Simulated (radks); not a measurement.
Question: All-electron calculation, scalar-relativistic Kohn-Sham, PBEsol, spin-unpolarised, spherical densities, finite nucleus; Fermi nuclear charge, rms radius of each element as measured or else 0.836 A^(1/3) + 0.57 fm. Program: a radial shooting solver on a logarithmic mesh with Libxc functionals. Each species is in its NIST ground configuration. Rank Ti, V, Co, Fe, Ni, Cr, Mn, Sc, Cu, Zn by radius at which the density is 0.001 e/bohr^3 (bohr), largest first.

Answer: Sc 4.97, Ti 4.84, V 4.73, Mn 4.53, Cr 4.49, Fe 4.45, Co 4.37, Ni 4.30, Zn 4.18, Cu 4.09.
